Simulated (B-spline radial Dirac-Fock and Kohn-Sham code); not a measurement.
Calculated with a B-spline atomic structure program, using Dirac-Fock ΔSCF + Breit + QED. No correlation.

Question: Identify the element and charge state from the binding energies below (tabulated ground configuration; the least bound level is included).

```
level  binding energy (eV)
    K              59288.3
   L1              11520.8
   L3              10125.2
   M2               3679.7
   M3               3477.0
   M4               3133.8
   N1               1857.7
```

Answer: Er³⁹⁺: Z = 68 with 29 electrons, [Ar] 3d10 4s1. The hydrogen-like estimate √(E/Ry) = 66.0 for the K level lies 2.0 below Z (screening lowers it, relativity raises it); the outermost level, at 1857.7 eV, fixes the charge.
